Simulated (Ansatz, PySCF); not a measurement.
Dimer: H2O (SMILES O) (first 3 atoms) with CH2O (SMILES C=O); geometry from B3LYP-D3(BJ)/def2-TZVP, rigid monomers moved along the line of their centres of mass till H2···O5 is 1.79 Å.
(charge 0, multiplicity 1):
```xyz
7

O      0.27470    -0.11455     0.53960
H     -0.46270    -0.44100     1.07826
H     -0.04262    -0.11150    -0.36776
C     -0.27838    -0.30801     3.40212
O     -1.15731    -0.73211     2.69673
H      0.64182     0.12947     2.97955
H     -0.36089    -0.34117     4.50321
```

Counterpoise-corrected where a basis set is named; no monomer relaxation.

Cores are frozen in the correlated methods. CBS(a, b) extrapolates the correlation energy as X⁻³ and adds the Hartree–Fock energy of set b.

Codes used: Ansatz (Gaussian orbitals); PySCF for the dispersion terms. Values without a source in brackets are computed.

Question: Give the interaction energy at the level CCSD(T)/CBS(aug-cc-pVDZ, aug-cc-pVTZ).

Answer: -203 meV

Question: What is the computed interaction energy (r2SCAN/def2-TZVPPD)?

Answer: -210 meV

Question: What is the computed interaction energy (PBE-D4/def2-TZVPPD)?

Answer: -199 meV

Ansatz is an electronic-structure program.
